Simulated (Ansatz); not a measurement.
**Question.** Name a neutral molecule of F, I, Zr with HOMO energy (PBE0/def2-TZVPP) between -8.15 and -7.85 eV and size of the dipole moment (B3LYP/def2-TZVPP) between 0.20 and 0.50 D (Ansatz, PBE0-D4/def2-TZVP geometry).

**Answer.** `[F][Zr]([F])([I])[I]` (-8.11 eV, 0.37 D). Other molecules can fit too; these were computed, each in one conformer that needn't be the lowest.

B3LYP here is the variant with VWN-RPA as its local correlation; programs differ in this.
